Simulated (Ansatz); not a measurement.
C$_{2}$H$_{3}$ClFI, SMILES `FC(Cl)CI`. Total charge 0; spin multiplicity 1. I takes the def2 core potential.

```
atom    x (Å)    y (Å)    z (Å)
  F1   0.6027  -1.1085   1.2062
  C2   0.0270   0.0319   0.7577
 Cl3   0.9855   1.4199   1.3426
  C4   0.0039   0.0709  -0.7426
  I5  -1.2572  -1.4645  -1.5298
  H6  -0.9623   0.1250   1.2062
  H7  -0.4006   1.0155  -1.0945
  H8   1.0010  -0.0902  -1.1458
```

Q: List the harmonic frequencies (cm⁻¹, unscaled) at PBE0-D4/def2-TZVP in Ansatz. (Estimate.)

A: Computed: 91, 150, 222, 387, 460, 618, 775, 825, 996, 1144, 1174, 1211, 1287, 1387, 1448, 3125, 3133, 3207.

Q: Is this a minimum?

A: Yes, all 18 modes are real.

Q: Give the ideal-gas thermochemistry at 298.15 K and 1 bar (rigid rotor, harmonic oscillator; point group C1, symmetry number 1).

A: Zero-point energy 129.4 kJ/mol; H(298) − E = 147.0 kJ/mol; entropy 343.0 J/(mol·K), of which translation 175.4, rotation 120.8, vibration 46.7; G(298) − E = 44.8 kJ/mol. Modes under 100 cm⁻¹ are hindered rotations or soft bends, so the harmonic entropy is rough.

Q: And at 400, 500, 600, 800 and 1000 K?

A: 
```csv
T (K),H − E (kJ/mol),S (J/mol/K),G − E (kJ/mol)
400,156.4,370.0,8.4
500,167.1,393.7,-29.8
600,178.9,415.1,-70.2
800,205.0,452.6,-157.1
1000,233.5,484.4,-250.9
```

Q: Rotational constants (cm⁻¹)?

A: 0.2563, 0.02374, 0.02217.
